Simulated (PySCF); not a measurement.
Compound: C5H6O2Se.
Numbering: `[O:1]=[CH:2][O:3][C@H:4]1[CH:5]=[CH:6][Se:7][CH2:8]1` (hydrogens: H9 on C2; H10 on C4; H11 on C5; H12 on C6; H13, H14 on C8)

Vertical excitations from PySCF (density fitting, frozen core in the response, grid level 2 and gas phase unless stated; continuum runs use non-equilibrium linear response for the excitations) on a GFN2-xTB geometry. Reference run:

| settings | S1, eV (f) | S2, eV (f) | S3, eV (f) | S4, eV (f) | S5, eV (f) | S6, eV (f) | T1, eV (Tamm–Dancoff) | mean α (au) |
| --- | --- | --- | --- | --- | --- | --- | --- | --- |
| B97-D/ANO-RCC-VDZP, TDA, 25 singlets | 4.06 (0.001) | 4.22 (0.023) | 4.98 (0.117) | 5.06 (0.009) | 5.48 (0.002) | 5.65 (0.007) | – | 82.8 |

**Question.** What do these settings give: PBE0/ANO-RCC-VDZP, full TDDFT, 12 singlets?

**Answer.** 
| settings | S1, eV (f) | S2, eV (f) | S3, eV (f) | S4, eV (f) | S5, eV (f) | S6, eV (f) | T1, eV (Tamm–Dancoff) | mean α (au) |
| --- | --- | --- | --- | --- | --- | --- | --- | --- |
| PBE0/ANO-RCC-VDZP, full TDDFT, 12 singlets | 4.30 (0.002) | 5.07 (0.114) | 5.60 (0.004) | 5.64 (0.015) | 6.13 (0.002) | 6.39 (0.004) | – | 80.5 |

S1 moves by +0.24 eV; functional and response scheme change together, so the shift can't be laid on one. States are counted by energy in each run and needn't keep their character from row to row.

ANO-RCC sets were contracted for a scalar-relativistic Hamiltonian, but ran non-relativistically here.

**Question.** Give the leading configurations of S1 (H = HOMO, L = LUMO) and the HOMO–LUMO gap of each run.

**Answer.** 
```tsv
settings	S1 configurations (weight)	S1 (eV)	orbital gap (eV)	S1 − gap (eV)
B97-D/ANO-RCC-VDZP, TDA, 25 singlets	H→L+1 0.71, H→L 0.28	4.06	3.85	+0.21
PBE0/ANO-RCC-VDZP, full TDDFT, 12 singlets	H→L 0.77, H→L+1 0.20	4.30	5.81	-1.51
```

The basis is contracted for a relativistic Hamiltonian, but the run is non-relativistic. The B97-D/ANO-RCC-VDZP calculation is non-relativistic and has no spin–orbit coupling, an omission that weighs most on selenium.

The values belong to the conformer `[O:1]=[CH:2][O:3][C@H:4]1[CH:5]=[CH:6][Se:7][CH2:8]1`: O1–C2–O3–C4 0°, C2–O3–C4–C5 118°.
